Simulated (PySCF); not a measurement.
## Two-component Hartree-Fock for Pd⁺ (palladium, charge +1)

Start: [Kr] 4d9; 4d3/2 filled at m_j = -1/2, +1/2, +3/2; 4d5/2 filled at m_j = -5/2, -3/2, -1/2, +1/2, +3/2, +5/2. Calculated with PySCF 2.14 in x2c-TZVPall-2c with one added diffuse shell each of s, p, d type (9s10p8d1f, 86 functions): generalised Hartree-Fock with the X2C-1e Hamiltonian and a Gaussian nucleus; one run each with spin-orbit coupling (SO) screened by Boettger's factors, then bare. This is a chosen level, not necessarily the ground level.

```csv
spinor shell,electrons,"ε, screened SO (eV)","ε, bare SO (eV)",weight of nominal j (bare SO),"rms radius, bare SO (bohr)"
1s1/2,2,-24485.3,-24485.1,1.000,0.0365
2s1/2,2,-3668.3,-3668.3,1.000,0.150
2p1/2,2,-3393.7,-3399.1,1.000,0.130
2p3/2,4,-3232.6,-3230.3,1.000,0.135
3s1/2,2,-706.70,-706.71,1.000,0.403
3p1/2,2,-596.85,-597.83,1.000,0.398
3p3/2,4,-567.75,-567.36,1.000,0.410
3d3/2,4,-374.32,-375.29,1.000,0.387
3d5/2,6,-368.93,-368.32,1.000,0.391
4s1/2,2,-116.47,-116.48,1.000,1.02
4p1/2,2,-79.629,-79.796,0.952,1.10
4p3/2,4,-75.983,-75.927,0.976,1.13
4d3/2,3,-21.107,-21.186,0.840,1.57
4d5/2,6,-20.433,-20.391,0.921,1.60
```

```tsv
quantity	screened SO	bare SO
E (hartree)	-5042.93361	-5043.01593
M_J	3/2	3/2
⟨J²⟩	3.755	3.755
⟨L²⟩	6.031	6.032
⟨S²⟩	0.771	0.773
```

Each row is a mean over spinors that exchange with the open shell spreads, by up to 3.932 eV (4p1/2).

Rows whose weight is well below 1 are mixtures of j = l ± 1/2: exchange outweighs spin-orbit coupling there, and the label is only the starting occupation.

Breit and QED terms are absent; they matter most for the inner s and p1/2 levels.

Densities and radii are taken from the X2C orbitals without a picture-change correction, which distorts them close to the nucleus.
